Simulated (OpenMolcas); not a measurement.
Computed transition rates of Mn IV

| Item | Value |
| --- | --- |
| Program | OpenMolcas 26.06 |
| Method | MS-RASPT2, IPEA 0.25 Eh, imaginary shift 0.1 Eh (closed shells correlated: 3s) |
| Basis | ANO-RCC-VTZP [6s5p3d2f1g] |
| Scalar Hamiltonian | DKH2, point nucleus |
| Active space | 10 electrons in 8 orbitals (RAS1 3p, at most 2 holes; RAS2 3d) |
| State averaging | 2S+1 = 5 even, 5 roots; 2S+1 = 3 even, 45 roots; 2S+1 = 1 even, 44 roots |
| Spin-orbit coupling | RASSI with atomic mean-field integrals over the reference wave functions, term energies averaged over their components |

Rates come from the transition moments of the reference wave functions (E1 and E2 in the length form). At fixed line strength A goes as λ^-3 for E1 and M1 and as λ^-5 for E2, so a rate at the computed wavelength can be rescaled to the measured one. Measured vacuum wavelengths follow from level energies in Corliss and Sugar, J. Phys. Chem. Ref. Data 6, 1253 (1977). Branching counts decays inside the model space alone, at computed energies, and the table is only a selection of the E2 and M1 lines, drawn from those between levels with measured partners whose computed energy lies within a factor of 1.5 of the measured one.

| Upper | Lower | Type | λ computed (nm) | λ measured (nm) | A computed (s-1) | A rescaled (s-1) | Branching % |
| --- | --- | --- | --- | --- | --- | --- | --- |
| 3d4 3F2(2) | 3d4 3H4 | E2 | 301.8 | 312.7 | 2.27e+00 | 1.90e+00 | 41.3 |
| 3d4 3F4(2) | 3d4 3H6 | E2 | 306.8 | 317.1 | 2.12e+00 | 1.80e+00 | 40.9 |
| 3d4 3F3(2) | 3d4 3H5 | E2 | 303.8 | 314.3 | 2.01e+00 | 1.70e+00 | 38.3 |
| 3d4 3P0(1) | 3d4 5D1 | M1 | 475.8 | 486.5 | 6.86e-01 |  | 100.0 |
| 3d4 3P1(1) | 3d4 5D2 | M1 | 466.4 | 476.4 | 5.32e-01 |  | 88.4 |
| 3d4 3F4(1) | 3d4 5D4 | M1 | 442.1 | 453 | 3.98e-01 |  | 82.1 |
| 3d4 3P2(1) | 3d4 5D3 | M1 | 449.5 | 459.3 | 3.63e-01 |  | 90.5 |
| 3d4 3F3(1) | 3d4 5D3 | M1 | 437.2 | 448.2 | 2.30e-01 |  | 65.4 |
| 3d4 3D3 | 3d4 5D4 | M1 | 316.1 | 327.9 | 1.93e-01 |  | 58.4 |
| 3d4 3D1 | 3d4 5D0 | M1 | 304.9 | 316.6 | 1.18e-01 |  | 34.8 |
| 3d4 3D1 | 3d4 5D1 | M1 | 305.9 | 317.6 | 1.07e-01 |  | 31.6 |
| 3d4 3D2 | 3d4 5D1 | M1 | 306.7 | 318.7 | 9.82e-02 |  | 36.4 |
| 3d4 3F2(1) | 3d4 5D2 | M1 | 433.1 | 444.4 | 9.68e-02 |  | 56.6 |
| 3d4 3D2 | 3d4 5D2 | M1 | 308.7 | 320.6 | 8.22e-02 |  | 30.4 |
| 3d4 3G5 | 3d4 3H6 | M1 | 2176 | 2382 | 2.33e-02 |  | 35.2 |
| 3d4 3G5 | 3d4 3H5 | M1 | 2063 | 2271 | 2.30e-02 |  | 34.7 |
| 3d4 3G3 | 3d4 3H4 | M1 | 2188 | 2404 | 2.20e-02 |  | 33.9 |
| 3d4 3G4 | 3d4 3H4 | M1 | 2067 | 2278 | 2.04e-02 |  | 42.6 |
| 3d4 5D4 | 3d4 5D3 | M1 | 26440 | 29980 | 1.47e-03 | 1.01e-03 | 100.0 |
| 3d4 5D3 | 3d4 5D2 | M1 | 33620 | 37680 | 1.22e-03 | 8.67e-04 | 100.0 |
| 3d4 3H4 | 3d4 5D4 | M1 | 484.4 | 490.3 | 8.05e-04 |  | 83.8 |
| 3d4 5D2 | 3d4 5D1 | M1 | 48480 | 53250 | 4.99e-04 | 3.77e-04 | 100.0 |
| 3d4 3H6 | 3d4 3H5 | M1 | 39980 | 48900 | 3.49e-04 | 1.91e-04 | 98.2 |
| 3d4 3H5 | 3d4 3H4 | M1 | 44500 | 51520 | 3.00e-04 | 1.93e-04 | 99.0 |
| 3d4 5D1 | 3d4 5D0 | M1 | 94370 | 101000 | 6.44e-05 | 5.25e-05 | 100.0 |

Spin-changing lines and M1 lines between different terms are not rescaled, since their strength hangs on the term gaps too.

The largest correction is for 3d4 3H6 → 3d4 3H5 (M1): 3.49e-04 × (39980 / 48900)^3 = 1.91e-04 s-1, a factor of 0.55.

The computed rate and branching of 3d4 5D1 → 3d4 5D0 give the upper level a radiative lifetime of 1.000 / 6.44e-05 s-1 = 1.55e+04 s, counting decays inside the model space alone. The rescaled rate gives about 1.9e+04 s.

The computed order of these levels differs from the measured one in 1 place, and where term gaps are wrong the rates of spin-changing lines can be off by large factors.

These are rates of the free ion; in crystals, glasses and complexes forced electric-dipole and non-radiative decay shorten such lifetimes by orders of magnitude. No measured rate stands beside these. Rescaling mends the energy factor alone: line strengths can still be far off where a level mixes with configurations outside the active space, and weak or spin-changing lines hang on small mixing coefficients that depend on the term gaps too, so rescaling need not improve them.

Term energies are means over components that CASPT2 splits; among the terms shown or strongly mixed into the levels shown the widest spread is 560 cm-1 (3d4 3H). Active for correlation alone: 3p; no level in the range computed is led by a configuration that opens it, so any true level of that kind is missing. The CASPT2 spread within a term exceeds the gap to the next term for 3d4 3H and 3d4 3P(1), so the order of their levels is uncertain. Measured partners are found by configuration, term and J. A level has none where our copy of the source lacks it or the pairing is in doubt (some pairs that miss far off the trend of their configuration count as doubtful). Levels of configurations outside the active space are missing.

A number in round brackets counts repeated terms of one configuration in the order of the reference energies.
